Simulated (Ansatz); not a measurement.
Reaction (redistribution): `C[CH2][Mg][CH3]` + `[NH2][Al]([OH])[SH]` → `[CH3][Mg][NH2]` + `C[CH2][Al]([OH])[SH]`

Program: Ansatz. Geometries: PBE0-D4/def2-TZVP. ΔE: electronic, gas phase. CCSD(T)/CBS adds triple-zeta CCSD(T) − MP2 to the extrapolated MP2 energy (def2 sets, frozen cores). For Mg outer-core shells are correlated without core-valence functions, which leaves a few kJ/mol of doubt a bond. Each species was taken in one conformer, which may not be the lowest.

```json
{"species": "`C[CH2][Mg][CH3]`", "CCSD(T)/CBS(def2) energy (Eh)": "-318.85205"}
{"species": "`[NH2][Al]([OH])[SH]`", "CCSD(T)/CBS(def2) energy (Eh)": "-772.22585"}
{"species": "`[CH3][Mg][NH2]`", "CCSD(T)/CBS(def2) energy (Eh)": "-295.67648"}
{"species": "`C[CH2][Al]([OH])[SH]`", "CCSD(T)/CBS(def2) energy (Eh)": "-795.40016"}
```

Q: Work out ΔE.

A: ΔE = (-295.67648) + (-795.40016) − (-318.85205) − (-772.22585) = 0.00126 Eh = +0.8 kcal/mol.

Largest T1 diagnostic among the species: 0.011.

At CCSD(T), def2-SVP lies −1.8 kcal/mol from the extrapolated value and def2-TZVPP −0.2 kcal/mol. Leaving LDA and LC-ωPBE aside and taking each functional with its dispersion term where it has one, the values, not all of them listed here, spread over 1.2 kcal/mol, from PBE-D4 to B97M-V.
